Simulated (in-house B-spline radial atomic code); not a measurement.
# Mn4+: [Ar] 3d3

Computed with a B-spline radial code for spherical atoms: Dirac-Kohn-Sham LDA exchange-only, spherical fractional occupations, Fermi nucleus of rms radius 3.7057 fm.

Effective charges: Z_r = [3n² - l(l+1)]/(2<r>) from the radius, Z_e = n√(-2ε) from the energy, and Slater's rules. Values are occupation-weighted means over j.

```tsv
shell	electrons	ε (eV)	<r> (bohr)	Z_r	Z_e	Slater
1s	2	-6469.5	0.06101	24.59	21.81	24.70
2s	2	-799.97	0.28	21.43	15.34	20.85
2p	6	-687.42	0.2474	20.21	14.22	20.85
3s	2	-140.12	0.8355	16.16	9.63	13.75
3p	6	-108.68	0.8728	14.32	8.48	13.75
3d	3	-59.195	0.9713	10.81	6.26	6.30
```

The least bound orbital is 3d5/2 at -59.13 eV, and it is also the most diffuse (<r> = 0.9723 bohr).

Spin-orbit splittings of the orbital energies (j = l + 1/2 above j = l - 1/2 when positive): 2p 10.39 eV, 3p 1.37 eV, 3d 0.1601 eV.

For the 1s electron the small component carries 0.804 % of the norm, the zero-frequency Breit interaction raises the level by 7.353 eV, self-energy by 3.59 eV, and vacuum polarisation lowers it by 0.2992 eV.
